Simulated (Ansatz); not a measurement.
`N[Si](N)(N)Cl` → `NN` + `N[Si]Cl`  (silylene formation by 1,1-elimination)

Calculated with Ansatz (gas phase, PBE0-D4/def2-TZVP geometries, no zero-point term in ΔE). CCSD(T)/CBS adds triple-zeta CCSD(T) − MP2 to the extrapolated MP2 energy (def2 sets, frozen cores). This one scheme is used for every species. Functionals use def2-TZVPP. One conformer a species, not always the lowest.

CCSD(T)/CBS gives +4.58 eV.

Q: Another level gave +4.49 eV. Which?
A. PBE0-D4/def2-TZVPP
B. revPBE-D4/def2-TZVPP
C. PBE0/def2-TZVPP
D. ωB97X-V/def2-TZVPP

A: A. PBE0-D4 4.49, PBE0 4.37, revPBE-D4 4.21, ωB97X-V 4.54 eV.

Largest T1 diagnostic among the species: 0.013.

At CCSD(T), def2-SVP lies −0.54 eV from the extrapolated value and def2-TZVPP −0.09 eV. From r2SCAN to r2SCAN0 (25 % exact exchange), in def2-TZVPP and without D4, ΔE moves by +0.11 eV. The D4 term adds +0.21 eV with B3LYP and +0.12 eV with PBE0; it sums over pairs of atoms, weighted by their polarisabilities, and B3LYP, whose exchange is more repulsive, gets the larger term.

B3LYP here is the variant with VWN-RPA as its local correlation; programs differ in this.
